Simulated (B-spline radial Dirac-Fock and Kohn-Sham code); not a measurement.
## Photoionisation of argon ions at Al Kα (taken as 1486.9 eV)

Calculated with a radial atomic solver, using independent-particle photoionisation in a Dirac-Hartree-Slater potential with a Latter tail, all multipoles, thresholds from Dirac-Fock ΔSCF. Cross sections in kb; a dash marks an empty subshell or a threshold above the photon energy.

| ion | configuration | total | 2s | 2p1/2 | 2p3/2 | 3s | 3p3/2 |
| --- | --- | --- | --- | --- | --- | --- | --- |
| Ar | [Ne] 3s2 3p6 | 75.96 | 27.7 | 14.1 | 27.6 | 3.13 | 2.22 |
| Ar⁵⁺ | [Ne] 3s2 3p1 | 75.81 | 28.2 | 14.4 | 28.1 | 4.25 | 0.609 |
| Ar⁸⁺ | [He] 2s2 2p6 | 71.54 | 28.6 | 14.5 | 28.4 | – | – |
